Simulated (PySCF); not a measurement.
C6H9S2 (doublet state).
Structure used (GFN2-xTB), in Å, numbered top down from 1:
```
atom  x, y, z in Å
C1     2.4073    0.1449    0.8436
S2     1.0028    0.9382    1.2961
C3    -0.2040    0.4029   -0.0523
C4    -0.1517    1.3947   -1.1916
C5    -0.0953   -1.1068   -0.3350
C6    -1.3595   -1.3408    0.5112
C7    -1.5112    0.1495    0.6237
S8    -2.6794    1.1242    1.1673
H9     3.1293   -0.0587    1.6074
H10    2.6720    0.0371   -0.1901
H11   -0.8485    1.0974   -1.9739
H12   -0.4367    2.3808   -0.8309
H13    0.8504    1.4471   -1.6130
H14   -0.2234   -1.3430   -1.3891
H15    0.8127   -1.5813    0.0350
H16   -1.1812   -1.8338    1.4670
H17   -2.1906   -1.8404    0.0147
```

The hyperfine couplings belong to this conformer and change with its torsions.

As a line formula: `C1[C@@](C)(C(=S)C1)S[CH2]` [radical].

The calculation used UKS B3LYP, pcH-1 on C H S, non-relativistic, mean-field spin-orbit, GIAO in PySCF. One conformer (not necessarily the lowest) at the GFN2-xTB geometry, without solvent, vibrations or thermal averaging. A GFN2-xTB geometry isn't a minimum of the functional, and hyperfine couplings can be far from their values at a DFT geometry. Stability of the SCF solution: not tested.

(1) The isotropic 33S couplings are +15.2, +1.5 MHz. Assign them to S2; S8.

Results:

(1) 
```json
{"site": "S2", "a_iso (MHz)": "+15.2", "ρ(0) (bohr⁻³)": "+0.0454", "position": "1 bond from C1", "distance from C1 (Å)": "1.68", "spin population": "+0.17", "largest |T| (MHz)": "47.1"}
{"site": "S8", "a_iso (MHz)": "+1.5", "ρ(0) (bohr⁻³)": "+0.0039", "position": "4 bonds from C1", "distance from C1 (Å)": "5.19", "spin population": "+0.07", "largest |T| (MHz)": "15.1"}
```

ρ(0) is the spin density at the nucleus and T the dipolar tensor; a_iso includes a spin–orbit part; entries for several nuclei are means. The Mulliken spin populations are largest on C1 (+0.77), S2 (+0.17) and S8 (+0.07). The angles at C1 add up to 358.7°, so it is planar; its axial dipolar tensor and the negative couplings of its protons fit spin in a p orbital normal to that plane.

The spin density at the nucleus, in bohr⁻³, is negative for H9 (-0.0105), H10 (-0.0064) and C6 (-0.0013), for instance. A restricted open-shell determinant has no negative spin density anywhere; here it arises because α and β orbitals differ (spin polarisation).

Means are taken over nuclei equivalent by connectivity, which assumes that they swap fast. H9 and H10 aren't averaged: C1 is flat or nearly so (angle sum 359°), and its turn about the short C1–S2 bond (1.68 Å) is taken as slow.
